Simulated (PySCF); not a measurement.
Compound: C₆H₈F₂O.
SMILES with atom numbers: `[F:1][CH:2]([F:3])[C@H:4]1[CH2:5][CH2:6][CH:7]=[CH:8][O:9]1`

Geometry (GFN2-xTB, Å), atoms numbered from 1 in this order:
```xyz
17
C6H8F2O angstrom
F      2.606    1.385    0.451
C      1.701    0.380    0.446
F      2.414   -0.765    0.307
C      0.702    0.560   -0.711
C     -0.025   -0.749   -1.028
C     -0.859   -1.189    0.175
C     -1.591   -0.002    0.725
C     -1.244    1.239    0.411
O     -0.193    1.600   -0.381
H      1.211    0.365    1.431
H      1.262    0.917   -1.582
H     -0.682   -0.561   -1.878
H      0.700   -1.512   -1.307
H     -1.577   -1.952   -0.133
H     -0.222   -1.640    0.942
H     -2.434   -0.177    1.371
H     -1.776    2.113    0.752
```

NICS is the negative of the GIAO shielding at a point without a nucleus: at the ring centre (0) and 1 Å above and below it (1); zz is the component along the ring normal. Level: GIAO PBE0/pcSseg-1 (PySCF, non-relativistic, gas phase) on the GFN2-xTB geometry, one conformer.

Ring bond lengths (Å), with Mayer bond orders in brackets: C4–C5 1.531 (1.02), C5–C6 1.528 (1.03), C6–C7 1.499 (1.03), C7–C8 1.325 (1.82), C8–O9 1.365 (1.02), O9–C4 1.410 (0.88).

**Question.** Give the NICS values of each ring in ppm.

**Answer.** 
```json
{"ring": "C4–C5–C6–C7–C8–O9", "type": "6-membered ring with O; formal bonds 1 double, 5 single", "NICS(0)": "-1.2", "NICS(1), two faces": "-2.0 / -1.4", "NICS(1)zz, two faces": "0.1 / -0.9", "rms pucker (Å)": "0.19", "centre to ring atoms, mean (Å)": "1.41"}
```

**Question.** What do they say, and how far can they be read as aromaticity?

**Answer.** 
- C4–C5–C6–C7–C8–O9: mean NICS(1)zz -0.4 ppm, near zero. C4, C5, C6 have four or more neighbours, so the value isn't read as a sign of a π ring current.

**Question.** Give the inner angles of the rings and the Hirshfeld charges of the ring atoms.

**Answer.** 
- C4–C5–C6–C7–C8–O9: C4 112.2° (+0.032 e), C5 110.0° (-0.079 e), C6 109.1° (-0.073 e), C7 121.8° (-0.089 e), C8 125.9° (+0.017 e), O9 115.4° (-0.113 e); sum 694.4° against 720° for a flat convex ring.
